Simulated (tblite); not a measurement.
Species: C3H9BN2S.
Bonds: C1–C2 (double), C2–S3, S3–C4, C2–B5, B5–N6, B5–N7. Hydrogens: H8, H9 on C1; H10, H11, H12 on C4; H13, H14 on N6; H15, H16 on N7.

Computed with GFN2-xTB (tblite), gas phase: L-BFGS steps from a force-field or distance-geometry start until the largest atomic force falls under 0.01 eV/Å.

Step 50: E = -580.6828 eV
```
atom  x, y, z in Å  |  force x, y, z in eV/Å
C1      0.3678   -1.1009    1.2178   -0.010  -0.008  -0.021
C2      0.0392   -0.1600    0.3405    0.027   0.008   0.007
S3      1.2265    0.6336   -0.7078   -0.021   0.045  -0.017
C4      2.8226   -0.1004   -0.2402    0.015   0.005  -0.011
B5     -1.4306    0.3827    0.1063   -0.023  -0.052   0.022
N6     -1.7322    1.7182    0.3993   -0.003  -0.011  -0.012
N7     -2.4093   -0.4954   -0.3791   -0.030  -0.034   0.000
H8     -0.3972   -1.5465    1.8320   -0.003   0.002  -0.003
H9      1.3695   -1.4657    1.3794   -0.020   0.003   0.004
H10     2.8162   -1.1687   -0.4350   -0.012  -0.009   0.008
H11     3.5581    0.3853   -0.8725    0.045   0.004   0.012
H12     3.0286    0.1077    0.8055    0.023  -0.012   0.001
H13    -1.0451    2.3739    0.7227   -0.017   0.001  -0.021
H14    -2.6382    2.1255    0.2488    0.020   0.014   0.012
H15    -2.2229   -1.4550   -0.6062    0.008   0.028   0.019
H16    -3.3607   -0.2253   -0.5552    0.000   0.015   0.000
```

Step 51: E = -580.6834 eV
```
atom  x, y, z in Å  |  force x, y, z in eV/Å
C1      0.3670   -1.1050    1.2162   -0.006  -0.008  -0.018
C2      0.0383   -0.1603    0.3429    0.048   0.008   0.021
S3      1.2288    0.6450   -0.6944   -0.063   0.040  -0.019
C4      2.8227   -0.0983   -0.2392    0.025   0.002  -0.004
B5     -1.4310    0.3810    0.1085   -0.027  -0.052   0.005
N6     -1.7314    1.7175    0.3966   -0.006  -0.007  -0.015
N7     -2.4108   -0.4963   -0.3754   -0.038  -0.032  -0.002
H8     -0.3982   -1.5583    1.8252    0.008   0.009  -0.014
H9      1.3706   -1.4641    1.3798   -0.027  -0.004   0.006
H10     2.8107   -1.1666   -0.4336   -0.016  -0.006   0.001
H11     3.5543    0.3852   -0.8776    0.055  -0.001   0.019
H12     3.0371    0.1082    0.8051    0.031  -0.010   0.003
H13    -1.0434    2.3729    0.7176   -0.003   0.015  -0.016
H14    -2.6346    2.1275    0.2385    0.008   0.015   0.015
H15    -2.2274   -1.4573   -0.5988    0.008   0.025   0.017
H16    -3.3605   -0.2222   -0.5553    0.002   0.006   0.002
```

Step 52: E = -580.6840 eV
```
atom  x, y, z in Å  |  force x, y, z in eV/Å
C1      0.3660   -1.1095    1.2137    0.003  -0.009  -0.010
C2      0.0377   -0.1603    0.3452    0.049   0.012   0.028
S3      1.2311    0.6591   -0.6792   -0.078   0.021  -0.013
C4      2.8236   -0.0959   -0.2381    0.022   0.003   0.003
B5     -1.4320    0.3782    0.1108   -0.021  -0.030  -0.012
N6     -1.7305    1.7163    0.3933    0.010  -0.008  -0.013
N7     -2.4133   -0.4977   -0.3717   -0.038  -0.018   0.003
H8     -0.3997   -1.5716    1.8160    0.017   0.015  -0.023
H9      1.3714   -1.4614    1.3810   -0.026  -0.016   0.008
H10     2.8043   -1.1645   -0.4321   -0.021   0.009  -0.009
H11     3.5514    0.3853   -0.8829    0.057  -0.012   0.028
H12     3.0477    0.1080    0.8048    0.036  -0.007   0.000
H13    -1.0415    2.3720    0.7108    0.011   0.020  -0.012
H14    -2.6303    2.1294    0.2285   -0.023   0.019   0.012
H15    -2.2331   -1.4602   -0.5887    0.004   0.007   0.007
H16    -3.3606   -0.2183   -0.5554   -0.002  -0.006   0.003
```

Question: Estimate the geometry and energy of step 53. (The exact step hangs on the optimiser's Hessian estimate; all steps are aligned on step 52, rigid shifts and turns removed.)

Answer: E = -580.6845 eV, largest force 0.064 eV/Å
```
atom  x, y, z in Å  |  force x, y, z in eV/Å
C1      0.3652   -1.1133    1.2112    0.010  -0.006  -0.002
C2      0.0379   -0.1599    0.3473    0.027   0.014   0.028
S3      1.2320    0.6713   -0.6668   -0.055  -0.002  -0.003
C4      2.8248   -0.0937   -0.2373    0.008   0.010   0.006
B5     -1.4331    0.3753    0.1126   -0.009   0.002  -0.022
N6     -1.7295    1.7152    0.3901    0.008  -0.005  -0.014
N7     -2.4159   -0.4992   -0.3685   -0.026   0.002   0.014
H8     -0.4010   -1.5822    1.8075    0.016   0.015  -0.025
H9      1.3716   -1.4591    1.3824   -0.014  -0.030   0.010
H10     2.7985   -1.1627   -0.4309   -0.024   0.026  -0.018
H11     3.5503    0.3853   -0.8866    0.050  -0.022   0.034
H12     3.0574    0.1073    0.8046    0.032  -0.003  -0.008
H13    -1.0399    2.3715    0.7046    0.022   0.018  -0.010
H14    -2.6271    2.1312    0.2212   -0.034   0.013   0.011
H15    -2.2379   -1.4630   -0.5795   -0.003  -0.015  -0.003
H16    -3.3609   -0.2150   -0.5558   -0.010  -0.018   0.002
```

The energy changes by -0.0005 eV. The first-order estimate −F·Δx gives -0.0007 eV and the mean of the old and new forces, exact on a quadratic surface, -0.0005 eV. The step makes an angle of 81° with the force vector and moves no atom by more than 0.017 Å.

What follows is the cost of the whole relaxation. Hardware: one thread of an Arm Neoverse N1, shared host with 64 logical CPUs at a one-minute load of 59. Cost: 1.5 s wall.
